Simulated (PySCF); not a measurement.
# LaS: one state, many levels of theory

State: doublet, about 0.1 electrons in the 4f shell (Mulliken). Set-up: La def2-TZVPP with ECP46, S def2-TZVPP; scalar-relativistic core potentials (PySCF 2.14). De refers to La (5d1 6s2) + S in their high-spin ground configurations, without counterpoise correction. The functionals are run spin-unrestricted. A positive dipole means La(−)S(+).

```tsv
Level	Re (Å)	ωe (cm⁻¹)	De (eV)	μ (D)
UHF	2.409	469	n/a	-6.84
UHF-MP2	2.396	462	n/a	n/a
UHF-SCS-MP2	2.401	460	n/a	n/a
UHF-CCSD	2.400	463	n/a	n/a
UHF-CCSD(T)	2.413	447	n/a	n/a
PBE	2.408	443	n/a	-5.75
TPSS	2.416	441	n/a	-6.01
r²SCAN	2.404	452	n/a	-6.01
TPSSh	2.407	449	n/a	-6.15
PBE0	2.389	463	n/a	-6.14
MN15	2.388	463	5.49	-6.60
ωB97M-V	2.390	469	5.58	-6.47
B2PLYP	2.412	446	n/a	-6.71
```

The bond length runs from 2.388 Å (MN15) to 2.416 Å (TPSS).

Correlated steps freeze 5 core orbitals. These are scalar-relativistic numbers at best; spin–orbit coupling would shift them, the dissociation energy most. B2PLYP dipoles, levels and charges come from its SCF part alone. The state is the lowest single determinant that the PBE0 search found; with open d or f shells the true ground state can be another one.

The whole job (state search and all levels along the bond) took about 20 min on 2 threads of Arm Neoverse V1 (shared host), peak memory 4.8 GiB.
